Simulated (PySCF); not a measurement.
C₂H₈F₂Si₂, SMILES FC(F)C([SiH3])[SiH3].

The structure is a stationary point at B3LYP-D3(BJ)/def2-SVP. This is a generated structure with no PubChem entry under its InChIKey; it may be hypothetical. The values are those of a single conformer.

Method: TDDFT-M06-2X/def2-SVPD run with PySCF.

Vertical excitations. 

| state | energy (eV) | λ (nm) | f | main pairs |
|---|---|---|---|---|
| S1 | 8.01 | 155 | 0.040 | HOMO→LUMO 75 %, HOMO→LUMO+1 18 % |
| S2 | 8.48 | 146 | 0.004 | HOMO→LUMO+3 63 %, HOMO−1→LUMO 12 % |
| S3 | 8.54 | 145 | 0.071 | HOMO−1→LUMO 33 %, HOMO→LUMO+1 25 %, HOMO→LUMO 8 %, HOMO−1→LUMO+1 8 % |
| S4 | 8.62 | 144 | 0.172 | HOMO→LUMO+1 27 %, HOMO−1→LUMO 20 %, HOMO→LUMO+3 17 %, HOMO→LUMO 9 % |
| S5 | 8.74 | 142 | 0.012 | HOMO→LUMO+4 42 %, HOMO→LUMO+2 22 %, HOMO→LUMO+5 9 % |
| S6 | 8.82 | 141 | 0.018 | HOMO−3→LUMO 41 %, HOMO→LUMO+2 14 %, HOMO−3→LUMO+1 13 % |
| S7 | 8.88 | 140 | 0.002 | HOMO→LUMO+2 30 %, HOMO→LUMO+4 22 %, HOMO−1→LUMO+3 9 %, HOMO→LUMO+9 6 % |
| S8 | 8.90 | 139 | 0.012 | HOMO−2→LUMO 26 %, HOMO−2→LUMO+1 14 %, HOMO−2→LUMO+4 9 %, HOMO−1→LUMO+3 9 % |
| S9 | 8.94 | 139 | 0.035 | HOMO−1→LUMO+3 44 %, HOMO−4→LUMO 9 %, HOMO−2→LUMO 7 % |
| S10 | 9.04 | 137 | 0.104 | HOMO−1→LUMO+1 20 %, HOMO−1→LUMO 13 %, HOMO→LUMO+5 11 %, HOMO−1→LUMO+2 9 % |
| T1 | 7.67 | 162 | 0 | HOMO→LUMO 59 %, HOMO→LUMO+1 28 % |
| T2 | 8.10 | 153 | 0 | HOMO→LUMO+3 48 %, HOMO→LUMO+4 17 % |
| T3 | 8.15 | 152 | 0 | HOMO−1→LUMO 44 %, HOMO−1→LUMO+1 22 %, HOMO−1→LUMO+4 9 % |
| T4 | 8.38 | 148 | 0 | HOMO→LUMO+3 28 %, HOMO→LUMO+1 24 %, HOMO→LUMO+7 11 %, HOMO→LUMO 10 % |
Triplets are in the Tamm–Dancoff approximation, which puts them higher than full response would, so one can lie above its singlet here.
